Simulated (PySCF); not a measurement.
Species: C7H10F2O2.
SMILES with atom numbers: `[CH3:1][O:2][C@@H:3]1[C@H:4]([F:5])[C:6](=[O:7])[CH2:8][CH2:9][C@@H:10]1[F:11]`

NICS is the negative of the GIAO shielding at a point without a nucleus: at the ring centre (0) and 1 Å above and below it (1); zz is the component along the ring normal. Level: GIAO PBE0/pcSseg-1 (PySCF, non-relativistic, gas phase) on the GFN2-xTB geometry, one conformer.

Ring bond lengths (Å), with Mayer bond orders in brackets: C3–C4 1.547 (0.96), C4–C6 1.526 (0.88), C6–C8 1.515 (0.97), C8–C9 1.530 (1.02), C9–C10 1.524 (1.00), C10–C3 1.536 (0.98).

**Question.** Give the NICS values of each ring in ppm.

**Answer.** 
```csv
ring,type,NICS(0),"NICS(1), two faces","NICS(1)zz, two faces",rms pucker (Å),"centre to ring atoms, mean (Å)"
C3–C4–C6–C8–C9–C10,6-membered carbocycle; formal bonds all single,-3.0,-3.0 / -2.7,1.8 / 0.6,0.26,1.47
```

**Question.** What can be read from them?

**Answer.** 
- C3–C4–C6–C8–C9–C10: mean NICS(1)zz 1.2 ppm, near zero. C3, C4, C8, C9, C10 have four or more neighbours, so the value isn't read as a sign of a π ring current.

On an Arm Neoverse V1 with one thread, no GPU (shared host), this took 75 s (grids of density and orbitals included) and 1.1 GiB of memory at its peak. This is the whole shielding run at PBE0/pcSseg-1, SCF included.
